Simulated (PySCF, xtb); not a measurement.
H₆MoO, SMILES [OH][MoH5], multiplicity 1.

Harmonic wavenumbers (cm⁻¹) from GFN2-xTB in xtb at its own minimum, in rising order: 315, 316, 437, 437, 556, 683, 690, 690, 762, 1141, 1154, 1154, 1542, 1582, 1582, 1712, 1773, 3517.

Q: What does B3LYP-D3(BJ)/def2-TZVP (PySCF 2.14.0) give at its own minimum? (Estimate from the structure and the level; the computed values follow.)

A: 384, 453, 476, 600, 691, 788, 799, 844, 867, 893, 933, 1090, 1936, 1952, 1994, 2014, 2073, 3832. Paired by order, the mean absolute difference is 202 cm⁻¹ and the zero-point energies are 28.7 and 32.3 kcal/mol.
